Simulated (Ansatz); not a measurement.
Input file for Ansatz (a program for electronic structure): R-PBE/def2-TZVPPD on H2Se (SMILES [SeH2]) with ghost functions, monomers drawn apart or pushed together. Files ending in .json are basis or fitting sets from the Basis Set Exchange.

Ansatz 0.2 input:
```yaml
crystal:
  periodic: [false, false, false]
  atoms:
    - {symbol: Se, position_ang: [-0.07326802, 0.02115114, 3.52541951]}
    - {symbol: H, position_ang: [0.34610623, 1.42313106, 3.38312222]}
    - {symbol: H, position_ang: [-1.46739765, 0.37301684, 3.21888086]}
basis:
  gaussian:
    orbitals: def2-TZVPPD.json
    ghost_atoms:
      - {symbol: Si, position_ang: [0.19509267, -0.00970973, 0.03556828]}
      - {symbol: H, position_ang: [-0.61411930, -1.17604210, 0.45011041]}
      - {symbol: H, position_ang: [-0.44401611, 1.23783362, 0.51022605]}
      - {symbol: H, position_ang: [0.27286745, 0.02523825, -1.44509722]}
      - {symbol: H, position_ang: [1.56163333, -0.11595340, 0.59032957]}
hamiltonian:
  xc: {name: PBE}
scf: {lower_state_search: off}
```

Program output:

```
Functional definition: PBE
[...]
these checks for a lower state are left out or cut short: stability, starts, cluster_reference, orbital_swaps, neighbouring_geometries, increment
integrals: 0.12 GiB planned
1051 factors; their error is unknown
mean field: 0.82 GiB planned
mean field evaluation 1: about -65371.7847 eV, gradient 1.4e1 eV
mean field evaluation 2: about -65372.0043 eV, gradient 8.7e0 eV
mean field evaluation 4: about -65372.2371 eV, gradient 1.7e-1 eV
mean field evaluation 8: about -65372.2243 eV, gradient 1.0e-1 eV
mean field evaluation 16: about -65372.2243 eV, gradient 6.4e-6 eV
mean field -65372.22431620 eV, -2402.3849327353 hartree, gradient 6.4e-6 eV, S^2 0.000000; 0 other end points of the search recorded, 0 dependent functions left out
reference -65372.22437516 eV, -2402.3849349020 hartree; 18, 18 occupied and 189, 189 virtual orbitals, 1051 factors
Total energy: -65372.22437516 eV, -2402.3849349020 hartree
Checks for a lower state left out: stability, starts, cluster_reference, orbital_swaps, neighbouring_geometries, increment
```

Self-consistency was reached.

Cost: about 1.3 core-seconds (a rough figure).
